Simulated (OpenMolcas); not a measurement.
## Worked example: vertical energy of the triplet above the singlet of CH3I (methyl iodide)

The species is CH3I (5 atoms), meant as a singlet with charge 0. SMILES: `CI`. Geometry: relaxed at PBE0-D4/def2-TZVP.

```xyz
5

C    -0.0441   -0.1627    0.1532
I     0.3681    1.3581   -1.2785
H     0.7607   -0.8896    0.1034
H    -0.0882    0.3074    1.1306
H    -0.9964   -0.6132   -0.1088
```

Both states at this one shape; open shells run unrestricted unless said. 1 Eh = 27.2114 eV.

| level | program | singlet CH3I (Eh) | triplet CH3I (Eh) |
| --- | --- | --- | --- |
| HF/3-21G | OpenMolcas | -6926.700199 | -6926.530940 |
| BLYP/def2-SVPD (core potential) | OpenMolcas | -337.495544 | -337.331828 |
| PBE/def2-SVPD (core potential) | OpenMolcas | -337.506942 | -337.344209 |

**Question.** Work out the vertical gap, second state less first, at each level.

**Answer.** 
1. HF/3-21G: -6926.530940 − (-6926.700199) = 0.169259 Eh = 4.61 eV.
2. BLYP/def2-SVPD (core potential): -337.331828 − (-337.495544) = 0.163716 Eh = 4.45 eV.
3. PBE/def2-SVPD (core potential): -337.344209 − (-337.506942) = 0.162733 Eh = 4.43 eV.

No measured value is set beside it here; the levels span 4.43 to 4.61 eV. Spin-orbit coupling, which splits open shells on such heavy atoms by tenths of an eV, is left out. All-electron rows are non-relativistic unless named.
